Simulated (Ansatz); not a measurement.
Cost and result up the ladder for SnH2Me(OMe) (C2H8OSn) (12 atoms). Charge 0, multiplicity 1. Geometry: PBE-D4/def2-SVP.

```xyz
12

Sn    0.7408    0.2303   -0.4125
H     1.5708    1.5290    0.3935
H     1.8102   -1.1186   -0.6615
C    -0.3206    0.8425   -2.1845
H     0.3765    1.2934   -2.9164
H    -1.0901    1.5852   -1.9013
H    -0.8116   -0.0394   -2.6372
O    -0.7493   -0.3896    0.8060
C    -0.4348   -0.8726    2.0889
H     0.2227   -1.7792    2.0804
H    -1.3796   -1.1662    2.6000
H     0.0651   -0.1149    2.7449
```

Ansatz on 4 threads of Arm Neoverse V2 on a shared host. Times are rough, and most runs start from the orbitals of an earlier one. r2SCAN0-D4/def2-TZVP serves as the yardstick here, not as an exact answer. Differences are given only for rows in sets of like size (and for xTB, whose basis is part of the method), since another set adds its own error. Binding counts from free atoms at the same level (Sn triplet, H doublet, C triplet, O triplet; other spins of the atoms weren't run), without zero-point energy or a counterpoise term.

In the def2 sets Sn takes a core potential; there is no spin–orbit coupling. B3LYP takes the VWN-RPA correlation. Correlated methods freeze 7 core orbitals; core or outer-core shells of Sn are correlated, in sets that lack core-valence functions.

Correlated methods converge slowly with the basis.

```
                          level  functions  binding energy per atom (eV)  difference from r2SCAN0-D4/def2-TZVP (eV)
          LDA (SPW92)/def2-TZVP        191                          3.95                                       0.53
            r2SCAN-D4/def2-TZVP        191                          3.47                                       0.05
                   HF/def2-TZVP        191                          2.51                                      -0.91
           r2SCANh-D4/def2-TZVP        191                          3.45                                       0.03
              PBE0-D4/def2-TZVP        191                          3.46                                       0.04
             B3LYP-D4/def2-TZVP        191                          3.47                                       0.05
                PBE-D4/def2-SVP        108                          3.52                                          –
BLYP-D4/def2-TZVP (with forces)        191                          3.46                                       0.04
              CCSD(T)/def2-TZVP        191                          3.36                                      -0.07
               B97M-V/def2-TZVP        191                          3.49                                       0.07
               PBE0-D4/def2-SVP        108                          3.46                                          –
               PBE-D4/def2-TZVP        191                          3.51                                       0.09
           r2SCAN0-D4/def2-TZVP        191                          3.42                                       0.00
```

**Question.** Estimate how long each takes.

**Answer.** PBE-D4/def2-SVP 0.85 s; PBE0-D4/def2-SVP 1.1 s; LDA (SPW92)/def2-TZVP 1.1 s; PBE-D4/def2-TZVP 1.6 s; BLYP-D4/def2-TZVP (with forces) 2.3 s; HF/def2-TZVP 2.4 s; PBE0-D4/def2-TZVP 2.7 s; B3LYP-D4/def2-TZVP 2.7 s; r2SCAN-D4/def2-TZVP 3.3 s; r2SCAN0-D4/def2-TZVP 4.3 s; r2SCANh-D4/def2-TZVP 4.6 s; B97M-V/def2-TZVP 8.5 s; CCSD(T)/def2-TZVP 93 s. On shared hardware such times vary by a factor of up to 3.
